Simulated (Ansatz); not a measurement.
A single point on CH₃GaO, SMILES `O=[CH][GaH2]`.

```yaml
crystal:
  periodic: [false, false, false]
  atoms:
    - {symbol: O, position_ang: [0.129496, -1.671103, 0.763385]}
    - {symbol: C, position_ang: [-0.434045, -0.980321, -0.055209]}
    - {symbol: Ga, position_ang: [0.300828, 0.894314, -0.077760]}
    - {symbol: H, position_ang: [-1.249400, -1.427717, -0.671383]}
    - {symbol: H, position_ang: [1.567469, 1.188411, -0.950378]}
    - {symbol: H, position_ang: [-0.272348, 1.932315, 0.945145]}
basis:
  gaussian: {orbitals: def2-TZVPP}
hamiltonian: {xc: pbe}
correlation: {method: rpa}
```

```sh
$ ansatz run in.yaml --threads 2 --pin off --events-out ev --progress --plain --max-ram 4352MiB
```

It prints (some lines left out):

```
Functional definition: PBE
948 factors; integrals over basis functions are off by at most 7.6e-4 eV
mean field evaluation 1: about -55492.8152 eV, gradient 6.2e1 eV
mean field evaluation 2: about -55492.8082 eV, gradient 6.2e1 eV
mean field evaluation 4: about -55494.6158 eV, gradient 4.7e1 eV
mean field evaluation 8: about -55499.1964 eV, gradient 7.3e-1 eV
mean field evaluation 16: about -55499.1964 eV, gradient 1.9e-4 eV
mean field -55499.19636462 eV, -2039.5578476932 hartree, gradient 7.0e-6 eV, S^2 0.000000; 0 other end points of the search recorded, 0 dependent functions left out
11 core orbitals not correlated: weight in the atoms' cores, before any rotation towards them, 1.000 or more for the frozen orbitals, at most 0.000 for the correlated occupied ones
reference -55447.65673572 eV, -2037.6638012662 hartree; 13, 13 occupied and 128, 128 virtual orbitals, 948 factors
Total energy: -55474.37663572 eV, -2038.6457394796 hartree
```

It took 3.1 s on 2 threads of an Arm Neoverse V1 on a shared host, with 0.26 GiB of host memory at the peak.
